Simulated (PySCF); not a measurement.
# PrS: one state, many levels of theory

State: quartet, about 2.2 electrons in the 4f shell (Mulliken), real f orbitals that mix terms. Set-up: Pr x2c-TZVPall, S x2c-TZVPall; spin-free X2C with a Gaussian nucleus (PySCF 2.14). De refers to Pr (4f3 6s2) + S in their high-spin ground configurations, without counterpoise correction. The functionals are run spin-unrestricted. A positive dipole means Pr(−)S(+). Levels whose curve was spin-contaminated or gave no clean fit are not listed.

```json
{"Level": "UHF", "Re (Å)": "2.356", "ωe (cm⁻¹)": "475", "De (eV)": "n/a", "μ (D)": "-6.74"}
{"Level": "UHF-MP2", "Re (Å)": "2.315", "ωe (cm⁻¹)": "484", "De (eV)": "n/a", "μ (D)": "n/a"}
{"Level": "UHF-SCS-MP2", "Re (Å)": "2.324", "ωe (cm⁻¹)": "482", "De (eV)": "n/a", "μ (D)": "n/a"}
{"Level": "r²SCAN", "Re (Å)": "2.323", "ωe (cm⁻¹)": "459", "De (eV)": "5.09", "μ (D)": "-5.34"}
{"Level": "r²SCANh", "Re (Å)": "2.371", "ωe (cm⁻¹)": "416", "De (eV)": "5.21", "μ (D)": "-7.49"}
{"Level": "B2PLYP", "Re (Å)": "2.331", "ωe (cm⁻¹)": "464", "De (eV)": "5.21", "μ (D)": "-6.29"}
```

**Question.** What does second-order correlation do here, going from UHF to UHF-MP2?

**Answer.** UHF-MP2 less UHF: -4.1 pm in Re, +1.9 % in ωe. Correlation nearly always deepens the well. The bond shortens, as in weak, metallic or heavy-atom bonds, where dispersion and the correlation of outer-core electrons pull the atoms together.

Correlated steps freeze 23 core orbitals. These are scalar-relativistic numbers at best; spin–orbit coupling would shift them, the dissociation energy most. Counting both spins, an empty level lies below a filled one in some of these solutions, because spin and occupation are held. B2PLYP dipoles, levels and charges come from its SCF part alone. The state is the lowest single determinant that the PBE0 search found; with open d or f shells the true ground state can be another one.

The whole job (state search and all levels along the bond) took about 24 min on 4 threads of Arm Neoverse V1 (shared host), peak memory 8.2 GiB.
